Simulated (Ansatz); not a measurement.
`[Cl][Ti]([Cl])([Cl])[c]1ccccc1` + HI → `[Cl][Ti]([Cl])([Cl])[I]` + `c1ccccc1`  (ligand exchange at a Ti–C bond)

Gas-phase electronic energies from Ansatz, PBE0-D4/def2-TZVP geometries. CBS: MP2 limit from def2 TZ/QZ plus the TZ coupled-cluster correction, frozen cores. DFT in def2-TZVPP. def2 core potentials past Kr. For I, Ti outer-core shells are correlated without core-valence functions, which leaves a few kJ/mol of doubt a bond. Scalar relativity is left out up to krypton. Each species was taken in one conformer, which may not be the lowest.

```
         level  ΔE (kJ/mol)
     revPBE-D4       -155.5
        B97M-V       -157.5
     CAM-B3LYP       -156.1
       LC-ωPBE       -152.1
MP2/def2-QZVPP       -174.6
  HF/CBS(def2)       -151.6
 MP2/CBS(def2)       -175.0
CCSD/CBS(def2)       -143.5
```

(1) What does CCSD(T)/CBS give? (An estimate is asked.)

Largest T1 diagnostic among the species: 0.024, so the coupled-cluster value is less sure than usual.

Answers

(1) The calculation gave: -155.6 kJ/mol. The listed levels differ from it by 0.1, -1.9, -0.5, 3.5, -19.0, 4.0, -19.4, 12.1 kJ/mol.

The D4 term adds +9.3 kJ/mol with B3LYP and +6.4 kJ/mol with PBE0; it sums over pairs of atoms, weighted by their polarisabilities, and B3LYP, whose exchange is more repulsive, gets the larger term. From PBE to PBE0 (25 % exact exchange), in def2-TZVPP and without D4, ΔE moves by +4.4 kJ/mol. Leaving LDA and LC-ωPBE aside and taking each functional with its dispersion term where it has one, the values, not all of them listed here, spread over 27.4 kJ/mol, from B2PLYP to ωB97X-V.

CCSD(T)/CBS has its own doubt, a few kJ/mol and more with outer-core shells, so smaller differences from it don't rank the levels.

B3LYP here is the variant with VWN-RPA as its local correlation; programs differ in this.
